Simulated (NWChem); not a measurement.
# SiIBr, singlet; SMILES Br[Si]I

Results from NWChem. Low-valent species are run as closed-shell singlets; no triplet was tried in these runs. Geometry: optimised at PBE0/def2-SVP. Not confirmed as a minimum by frequencies. def2 effective core potentials on I; no spin-orbit coupling. Ions are spin-unrestricted doublets at the neutral geometry; other ion states weren't tried.

Q: Predict the results for PBE/def2-SVP. Quantities: vertical ionisation energy, ΔSCF (eV); −ε(HOMO) (eV).

A: 
```yaml
vertical ionisation energy, ΔSCF (eV): 9.07
"−ε(HOMO) (eV)": 6.25
```
